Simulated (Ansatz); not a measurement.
Reaction (atomization): `F[SiH](F)[AlH2]` → Al• + 2 F• + 3 H• + Si•

Gas-phase electronic energies from Ansatz, PBE0-D4/def2-TZVP geometries. CBS: MP2 limit from def2 TZ/QZ plus the TZ coupled-cluster correction, frozen cores. This one scheme is used for every species, atoms too. DFT in def2-TZVPP. No spin–orbit coupling; open shells (•) take unrestricted orbitals. Spin–orbit coupling would lower the free atoms: a little for Al, F, Si.

| level | ΔE (kJ/mol) |
| --- | --- |
| B97M-V | 2280.6 |
| SCS-MP2/def2-QZVPP | 2286.2 |

Problem. What does CCSD(T)/CBS give? (An estimate is asked.)

Solution. The calculation gave: +2275.0 kJ/mol. The listed levels differ from it by 5.6, 11.2 kJ/mol.

Largest T1 diagnostic among the species: 0.018.

From PBE to PBE0 (25 % exact exchange), in def2-TZVPP and without D4, ΔE moves by −33.8 kJ/mol: exact exchange takes away binding that semilocal exchange gives to molecules. At CCSD(T), def2-SVP lies −202.0 kJ/mol from the extrapolated value and def2-TZVPP −70.6 kJ/mol: correlation converges slowly with the basis, and small sets miss more of it in the bonded molecule than in its fragments. The D4 term adds +19.3 kJ/mol with B3LYP and +10.1 kJ/mol with PBE0; it sums over pairs of atoms, weighted by their polarisabilities, and B3LYP, whose exchange is more repulsive, gets the larger term.

B3LYP here is the variant with VWN-RPA as its local correlation; programs differ in this.

For atomizations the MP2-based limit and the directly extrapolated one differ by several kJ/mol either way, and by 10 to 25 for some Ge, Se and Sn compounds, so smaller differences from it don't rank the levels.
